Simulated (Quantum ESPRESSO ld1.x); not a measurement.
The caesium ion Cs2+, configuration [Kr] 4d10 5s2 5p5. All-electron calculation, Dirac Kohn-Sham, PW91, spin-unpolarised, spherical densities, point nucleus; open shells are shared between the two j in proportion to 2j + 1. Program: ld1.x of Quantum ESPRESSO 7.5.

Unscreened Slater integrals over Kohn-Sham orbitals (hartree). Large and small components are both included.

F0(5p3/2,5p3/2): 0.44758
F2(5p3/2,5p3/2): 0.24206
F0(5p3/2,5p1/2): 0.45635
G2(5p3/2,5p1/2): 0.24552
F0(5p3/2,5s1/2): 0.48161
G1(5p3/2,5s1/2): 0.31825
F0(5p3/2,4d5/2): 0.55950
F2(5p3/2,4d5/2): 0.15700
G1(5p3/2,4d5/2): 0.046111
G3(5p3/2,4d5/2): 0.044064
F0(5p3/2,4d3/2): 0.56032
F2(5p3/2,4d3/2): 0.15515
G1(5p3/2,4d3/2): 0.044738
G3(5p3/2,4d3/2): 0.042991
F0(5p1/2,5p1/2): 0.46585
F0(5p1/2,5s1/2): 0.49331
G1(5p1/2,5s1/2): 0.33573
F0(5p1/2,4d5/2): 0.57968
G3(5p1/2,4d5/2): 0.049820
F0(5p1/2,4d3/2): 0.58058
G1(5p1/2,4d3/2): 0.051505
F0(5s1/2,5s1/2): 0.52765
F0(5s1/2,4d5/2): 0.64394
G2(5s1/2,4d5/2): 0.076281
F0(5s1/2,4d3/2): 0.64513
G2(5s1/2,4d3/2): 0.073818
F0(4d5/2,4d5/2): 1.0736
F2(4d5/2,4d5/2): 0.54530
F4(4d5/2,4d5/2): 0.36330
F0(4d5/2,4d3/2): 1.0802
F2(4d5/2,4d3/2): 0.54842
G2(4d5/2,4d3/2): 0.54777
G4(4d5/2,4d3/2): 0.36500
F0(4d3/2,4d3/2): 1.0870
F2(4d3/2,4d3/2): 0.55176
